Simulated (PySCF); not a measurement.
Levels of Tb⁴⁶⁺ from EOM-EA-GCCSD

Reference: closed-shell Tb⁴⁷⁺, [Ar]; one electron is added. Calculated with PySCF 2.14, two-component X2C-1e with screened spin-orbit coupling, an even-tempered Gaussian basis (18 s from 4 bohr⁻², ratio 2.6; 14 p from 5.2 bohr⁻², ratio 2.6; 5 d from 5.4 bohr⁻², ratio 2.8; 3 f from 87 bohr⁻², ratio 2.8); frozen [Ne]; the 62 highest virtual spinors dropped; of the others 50 kept and the rest restored at second order. No Breit or QED terms. Binding energies in eV.

```
level  Koopmans  second order  EOM-CCSD
3d3/2    3808.9        3810.2    3809.9
3d5/2    3768.2        3769.2    3768.9
```

For comparison, the ionisation energy of Tb⁴⁶⁺ is 3814 ± 4 eV (theoretical estimate listed by NIST; NIST Atomic Spectra Database, ionization energies).

Only part of the computed levels is shown.
